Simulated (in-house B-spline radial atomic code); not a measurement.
Configurations of Al IV (Al3+), with energies counted from [He] 2s2 2p6. All numbers are computed (Dirac-Hartree-Fock, average of configuration; Fermi nucleus of rms radius 3.061 fm) with a B-spline radial code for spherical atoms, not measured. Energies include first-order Breit, QED and recoil terms.

Occupations are held fixed; configurations that lie above the ionisation limit could autoionise.

```
   configuration  E - E(ref) (eV)  highest orbital  its <r> (bohr)
[He] 2s2 2p5 3s1           75.663            3s1/2           1.946
[He] 2s2 2p5 3d1           93.448            3d5/2           2.457
[He] 2s2 2p5 4d1           104.46            4d5/2           5.014
[He] 2s2 2p5 4f1           104.92            4f7/2           4.494
[He] 2s2 2p5 5d1           109.57            5d5/2           8.327
[He] 2s2 2p5 5g1           109.83            5g9/2           6.875
[He] 2s2 2p5 6s1           110.72            6s1/2           10.46
[He] 2s1 2p6 4p1           147.72            4p3/2           4.434
[He] 2s1 2p6 5p1           154.68            5p3/2           7.462
[He] 2s1 2p6 6p1           158.19            6p3/2           11.24
[He] 2s1 2p6 6f1           159.26            6f7/2           11.99
```

**Question.** Order these further configurations by energy, lowest first.
A. [He] 2s1 2p6 5g1
B. [He] 2s1 2p6 3p1
C. [He] 2s1 2p6 6d1
D. [He] 2s2 2p5 5f1
E. [He] 2s1 2p6 4d1

**Answer.** D (109.82 eV), B (130.41 eV), E (151.22 eV), A (156.61 eV), C (159.11 eV).

**Question.** How far above the reference does [He] 2s1 2p6 5d1 lie?

**Answer.** 156.34 eV; its least bound orbital is 5d5/2 with <r> = 8.317 bohr.

**Question.** How far above the reference does [He] 2s1 2p6 6g1 lie?

**Answer.** 159.27 eV; its least bound orbital is 6g9/2 with <r> = 11 bohr.

**Question.** How far above the reference does [He] 2s2 2p5 4s1 lie?

**Answer.** 98.172 eV; its least bound orbital is 4s1/2 with <r> = 4.037 bohr.

**Question.** One of these lies 106.6 eV from the reference. Which?
A. [He] 2s2 2p5 6g1
B. [He] 2s2 2p5 6f1
C. [He] 2s2 2p5 5s1

**Answer.** C.
